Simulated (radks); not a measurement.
Neutral phosphorus inside a hard spherical wall (all orbitals vanish at R), configuration held at [Ne] 3s2 3p3 and not refilled when levels cross. All-electron calculation, scalar-relativistic Kohn-Sham, LDA (Slater exchange, Perdew-Wang correlation), spin-polarised, spherical densities, finite nucleus; open shells are filled with parallel spins first; Fermi nuclear charge, rms radius 3.1889 fm. Program: a radial shooting solver on a logarithmic mesh with Libxc functionals. Eigenvalues in eV for spin up, with the zero of energy where the potential of the charges vanishes at infinity; a dash marks a level that is unbound or too diffuse for the functional's potential to be trusted. A positive occupied level is held by the wall or, in an anion where self-interaction has pushed it up, behind a barrier. The pressure on the wall is -dE/dV.

R (bohr),E (hartree),kinetic (hartree),e(2s),e(2p),e(3s),e(3p),"e(4s, empty)","e(4p, empty)",pressure (GPa)
free,-340.84712,341.618,-172.88,-124.30,-14.768,-6.277,-0.405,-,0
20,-340.84712,341.618,-172.88,-124.30,-14.768,-6.277,-0.395,0.413,< 0.0001
15,-340.84712,341.618,-172.88,-124.30,-14.768,-6.277,-0.340,0.698,< 0.0001
12,-340.84711,341.618,-172.88,-124.30,-14.768,-6.277,-0.186,1.151,< 0.0001
8,-340.84613,341.628,-172.80,-124.21,-14.707,-6.215,1.111,3.556,0.0492
6,-340.83185,341.728,-172.12,-123.53,-14.251,-5.710,4.772,8.754,1.37
4,-340.58085,342.935,-166.75,-118.12,-10.613,-1.330,23.896,31.031,58.3
3,-339.58857,346.472,-156.06,-107.31,-1.466,9.558,63.282,72.278,532
2.5,-337.93166,351.387,-145.19,-96.255,11.249,23.974,111.18,119.97,1910
2,-333.53682,362.810,-126.79,-77.373,42.047,56.851,212.37,216.77,8350
